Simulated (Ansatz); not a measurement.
Mulliken charges of CH6MgOSi (`[CH3][Mg][O][SiH3]`) from ωB97M-V/def2-TZVPP in Ansatz (PBE0-D4/def2-TZVP geometry).

```tsv
atom	x (Å)	y (Å)	z (Å)	charge (e)
C1	0.510	2.775	0.209	-0.737
Mg2	0.136	0.746	0.059	0.863
O3	-0.188	-1.019	-0.074	-0.620
Si4	-0.478	-2.598	-0.195	0.306
H5	0.141	3.183	1.154	0.134
H6	0.026	3.333	-0.598	0.134
H7	1.582	2.990	0.157	0.134
H8	-1.253	-3.106	0.976	-0.071
H9	-1.266	-2.919	-1.423	-0.071
H10	0.790	-3.385	-0.264	-0.071
```

**Question.** By hand: the dipole of these point charges (1 e Å = 4.8032 D).

**Answer.** Σ q r = (0.069, 0.377, 0.029) e Å, of length 0.384 e Å = 1.84 D.

**Question.** How does the dipole of the full density compare? (An estimate is asked.)

**Answer.** Computed: (0.077, 0.423, 0.033) e Å, 2.07 D; the point charges give 0.89 times that, at 0° from its direction.

Point charges leave out the atoms' own dipoles, such as those of lone pairs, and Mulliken's split depends on the basis, so the close match here is no proof of good charges.
